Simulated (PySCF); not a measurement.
**HF beside CCSD(T) along group 14: bonds to Cl**

HF and CCSD(T) in PySCF with def2-SVPD on every atom (core potentials on Sn, Pb), for the lowest determinant that a PBE0 search found; no spin–orbit coupling.

| molecule | state (unpaired electrons) | HF Re (Å) | HF ωe (cm⁻¹) | HF De (eV) | CCSD(T) Re (Å) | CCSD(T) ωe (cm⁻¹) | CCSD(T) De (eV) |
| --- | --- | --- | --- | --- | --- | --- | --- |
| CCl | doublet (π ↑) | 1.671 | 874 | 2.16 | 1.676 | 853 | 3.67 |
| SiCl | doublet (π ↑) | 2.114 | 512 | 2.98 | 2.118 | 506 | 3.91 |
| SnCl | doublet (π ↑) | 2.432 | 336 | 2.62 | ? | ? | ? |
| PbCl | doublet (π ↑) | 2.539 | 299 | 2.46 | 2.538 | 301 | 3.44 |

Q: Estimate the CCSD(T) values of SnCl by adding the mean shift from HF to CCSD(T) of the other rows, and compare with the calculation.

A: The mean shifts are +0.3 pm, -8 cm⁻¹ and +1.14 eV, which give 2.435 Å, 328 cm⁻¹ and 3.76 eV. CCSD(T)/def2-SVPD gives Re = 2.437 Å, ωe = 334 cm⁻¹, De = 3.55 eV.

Q: What are the mean differences of HF from CCSD(T) over the whole series?

A: Re -0.3 pm, ωe +7 cm⁻¹, De -1.09 eV.

In a basis of this size CCSD(T) is itself not converged; it tends to give bonds that are too long and too weak.

Correlated steps freeze the inner cores (6 to 10 orbitals); shallow outer-core shells are correlated. Correlated levels converge slowly with the basis: in double zeta they bind strong bonds too weakly, by up to about 1 eV, and carry superposition errors of some tenths. These are scalar-relativistic numbers at best; spin–orbit coupling would shift them, the dissociation energy most. States were picked by a PBE0 search and need not be the measured ground states.
